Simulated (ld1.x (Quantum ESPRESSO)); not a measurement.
# Configuration tests for strontium (Sr) (TM)

```
Element                 : Sr
Generator               : ld1.x (Quantum ESPRESSO) 7.5
Type                    : norm-conserving Troullier–Martins (Kleinman–Bylander form)
Functional              : revPBE
Relativity              : scalar-relativistic
Frozen core             : [Kr]
Valence charge          : 2
Reference configuration : 4d0 5s1.5 5p0 (charge +0.5)
Partial waves           : 5s (bound): rc 4.00 bohr; 5p (bound, empty): rc 3.05 bohr; 4d (bound, empty): rc 2.40 bohr
Local potential         : all-electron potential smoothed inside 3.10 bohr (lloc = -1)
Core correction         : a·sin(br)/r model core inside 2.30 bohr
```

Energies are relative to the spin-unpolarised reference configuration 4d0 5s1.5 5p0; without spin polarisation the order of configurations can differ from experiment. Not all tests gave a result: 2 of 7 tests not solved or not reliable. Left out of the table: 4d1 5s1 5p0 (pseudo-atom not self-consistent, printed error +2.2 eV); 4d0.5 5s1.5 5p0 (pseudo-atom not self-consistent, printed error +210 meV).

(1) Give the all-electron excitation energy and the error of the potential for: 4d0 5s2 5p0; 4d0 5s1 5p0; 4d0 5s1 5p1; 4d0 5s0 5p1; 4d1 5s0 5p0.

Levels in the configuration 4d0 5s1 5p0:

| level | all-electron (eV) | pseudo (eV) |
| --- | --- | --- |
| 5s | -8.239 | -8.265 |

Note: ghost state, extra bound levels that the all-electron valence spectrum of the same l lacks: s at -9.2 eV. A true bound ghost makes a file unfit for plane-wave use.

Answers

(1)

```csv
valence configuration,charge,ΔE all-electron (eV),error AE − PS (meV)
4d0 5s2 5p0,0,-2.315,-9.0
4d0 5s1 5p0,+1,3.503,-7.3
4d0 5s1 5p1,0,-0.059,-2.6
4d0 5s0 5p1,+1,6.376,+6.0
4d1 5s0 5p0,+1,5.226,-61
```
